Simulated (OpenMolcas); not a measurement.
## Te2+: effect of the active space

| Item | Value |
| --- | --- |
| Program | OpenMolcas 26.06 |
| Method | CASSCF or its RAS form |
| Basis | ANO-R3 |
| Scalar Hamiltonian | X2C, finite nucleus |
| Spin-orbit coupling | state interaction with AMFI integrals over the reference wave functions, term energies averaged over their components |

A. 2 electrons in 3 orbitals (5p); 2S+1 = 3 even, 3 roots; 2S+1 = 1 even, 6 roots; cost about 10 core-seconds
B. 4 electrons in 4 orbitals (5s 5p); 2S+1 = 3 even, 6 roots; 2S+1 = 1 even, 11 roots; 2S+1 = 5 odd, 1 root; 2S+1 = 3 odd, 9 roots; 2S+1 = 1 odd, 8 roots; cost roughly 30 core-seconds
C. 2 electrons in 9 orbitals (RAS2 5p; RAS3 5d 6s, at most 1 electron); 2S+1 = 3 even, 3 roots; 2S+1 = 1 even, 6 roots; 2S+1 = 3 odd, 18 roots; 2S+1 = 1 odd, 18 roots; cost roughly 40 core-seconds

Energies in cm⁻¹ above 5s² 5p² ³P₀, the measured ground level; measured values from the list in Zhang, Palmeri, Quinet and Biemont, Astron. Astrophys. 551, A136 (2013).

```tsv
Level	A	B	C	Measured
5s² 5p² ³P₀	0.0	0.0	0.0	0.0
5s² 5p² ³P₁	3838	4099	3838	4757
5s² 5p² ³P₂	7490	7698	7490	8167
5s² 5p² ¹D₂	18399	18592	18399	17360
5s² 5p² ¹S₀	34810	29416	34810	30398
```

Deviations, from unrounded energies. A percentage is the sum of absolute deviations over the sum of measured energies, with the sign that they share, or ± where signs differ.

```tsv
Against measurement	Levels	A	B	C
mean absolute deviation (cm-1)	4	1800	840	1800
fine structure of the ground term (%)	2	-12.3	-8.7	-12.3
other terms of the ground configuration (%)	2	+11.4	±4.6	+11.4
```

B lies closest to measurement on these levels and A furthest from it. The largest miss of B in the table is 5s² 5p² ¹D₂, by +1200 cm-1. The ranking rests on the paired levels alone, and a cruder setting can come out closer through cancelling errors.

Among A to C the level of the table that moves most is 5s² 5p² ¹S₀, by 5400 cm-1 (lowest in B, highest in A).

With the s shell closed, the reference lacks s² → p² mixing (holds for A; C). Measured partners are found by configuration, term and J. A level has none where our copy of the source lacks it or the pairing is in doubt (some pairs that miss far off the trend of their configuration count as doubtful), and it then counts in no deviation. Only configurations of the active space appear. The table leaves out levels that lie high or whose names do not pair safely across all columns.
